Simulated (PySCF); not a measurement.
How methods differ on the ionisation energy of As

As [Ar] 3d10 4s2 4p3 (4S) → As+ [Ar] 3d10 4s2 4p2 (3P), as a difference of total energies. Calculation: PySCF 2.14, in ANO-RCC-VTZP; the spin-free X2C one-electron Hamiltonian (Gaussian nucleus). Correlated levels: valence: [Ar] 3d10 frozen; valence and next inner shell: [Ne] frozen. The calculations carry no spin-orbit coupling.

```json
{"method": "UHF", "ionisation energy (eV)": "9.420"}
{"method": "LDA", "ionisation energy (eV)": "10.019"}
{"method": "PBE", "ionisation energy (eV)": "9.883"}
{"method": "PBE0", "ionisation energy (eV)": "9.946"}
{"method": "r2SCAN", "ionisation energy (eV)": "10.088"}
{"method": "M06", "ionisation energy (eV)": "9.586"}
{"method": "wB97M-V", "ionisation energy (eV)": "9.749"}
{"method": "revPBE", "ionisation energy (eV)": "9.843"}
{"method": "B3LYP", "ionisation energy (eV)": "9.829"}
{"method": "MP2 (valence)", "ionisation energy (eV)": "9.901"}
{"method": "SCS-MP2 (valence)", "ionisation energy (eV)": "9.752"}
{"method": "MP2 (valence and next inner shell)", "ionisation energy (eV)": "9.972"}
{"method": "SCS-MP2 (valence and next inner shell)", "ionisation energy (eV)": "9.800"}
```

Task: How much does correlation contribute at MP2 (valence and next inner shell)?

Result: 9.972 − (9.420) = 0.552 eV, measured against UHF.

A first-order spin-orbit estimate (lowest level to lowest level, LS coupling) adds -0.185 eV.

Errors of the correlated levels include the incompleteness of this basis and the frozen core.

For comparison: 9.789 eV (measured; NIST Atomic Spectra Database, ionization energies).
